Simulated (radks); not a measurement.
Values are calculated unless marked as measured or tabulated.
Species: the germanium ion Ge26+. Configuration: [He] 2s2 3s2 (not the ground configuration).

Code: a radial shooting solver on a logarithmic mesh with Libxc functionals. Model: Dirac Kohn-Sham, exchange-only B88, spin-unpolarised, spherical densities, point nucleus.

Energy parts (hartree):
total: -1339.78090
kinetic: 1378.77374
electron-nucleus: -2791.03746
Hartree: 101.62013
exchange: -29.13732

Orbitals (lengths in bohr, moments of r in powers of bohr; <r^-3> diverges for s and p1/2; r(max) is where P^2 peaks):
orbital  occ.  eigenvalue (hartree)      <r>  <r^-3>  <1/r>   r(max)
1s1/2       2             -472.8741  0.04674       -  32.50  0.03067
2s1/2       2             -106.1842   0.1938       -  7.807   0.1674
3s1/2       2             -44.00125   0.4543       -  3.298   0.4351

The highest occupied level is 3s1/2 at -1197.3 eV. The density falls to 0.001 e/bohr^3 at r = 1.09 bohr.
